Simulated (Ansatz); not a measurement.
Cost and result up the ladder for Re4 (4 atoms). Charge 0, multiplicity 1. Geometry: PBE-D4/def2-SVP.

Cartesian coordinates in Å:
```
Re 1.163 1.098 0.600
Re 0.976 -0.980 -0.299
Re -1.026 0.475 0.851
Re -1.113 -0.593 -1.152
```

Ansatz on 2 threads of Intel Xeon Platinum 8375C on a shared host. Times are rough, and most runs start from the orbitals of an earlier one. No level here is sound enough to serve as a yardstick. Binding counts from free atoms at the same level (Re sextet; other spins of the atoms weren't run), without zero-point energy or a counterpoise term.

In the def2 sets Re takes a core potential; there is no spin–orbit coupling. B3LYP takes the VWN-RPA correlation. No other spin state of charge 0 was run. Another isomer (triplet) lies 0.86 eV lower at PBE0-D4/def2-TZVP; other spin states weren't run for this one.

Run but left out: BHLYP-D4/def2-TZVP (restricted singlet, unstable in another Hartree–Fock run and untested here); CCSD(T)/def2-TZVP (restricted singlet, unstable towards broken spin symmetry).

| level | functions | wall time | binding energy per atom (eV) | remarks |
| --- | --- | --- | --- | --- |
| PBE0-D4/def2-TZVP | 160 | 8 s | 1.90 | restricted SCF unstable in HF |
| PBE-D4/def2-TZVP (with forces) | 160 | 8.5 s | 3.12 | restricted SCF unstable in HF |
| B3LYP-D4/def2-TZVP | 160 | 8.5 s | 2.02 | restricted SCF unstable in HF |
| r2SCAN-D4/def2-TZVP | 160 | 9.5 s | 2.18 | restricted SCF unstable in HF |
